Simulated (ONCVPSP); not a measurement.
Configuration tests for silicon (ONCV)

- Element: Si
- Generator: ONCVPSP 4.0.1
- Type: optimised norm-conserving Vanderbilt (ONCV)
- Functional: PBE
- Relativity: fully relativistic
- Frozen core: [Ne]
- Valence charge: 4
- Reference configuration: 3s2 (charge +2)
- Partial waves: 3s: rc 1.60 bohr, ncon 5, nbas 9, qcut 4.8 1/bohr, 2 projectors, debl 3.7 Ha; p scattering state at 0.3 Ha: rc 1.70 bohr, ncon 4, nbas 8, qcut 4.6 1/bohr, 2 projectors, debl 1.9 Ha
- Local potential: polynomial inside 1.60 bohr (lpopt 5, dvloc0 0 Ha)
- Core correction: none

Open shells are filled in proportion to 2j + 1.

In the p channel the program set the typed energies aside and used 0.050, 1.950 Ha (j = l + 1/2; the other j can differ).

Energies are relative to the spin-unpolarised reference configuration 3s2; without spin polarisation the order of configurations can differ from experiment.

Task: Give the all-electron excitation energy and the error of the potential for: 3s2 3p2; 3s2 3p1; 3s1; 3s1 3p3.

Result:

```tsv
valence configuration	charge	ΔE all-electron (eV)	error AE − PS (meV)
3s2 3p2	0	-23.733	+19
3s2 3p1	+1	-15.993	+13
3s1	+3	33.971	+52
3s1 3p3	0	-16.919	+27
```
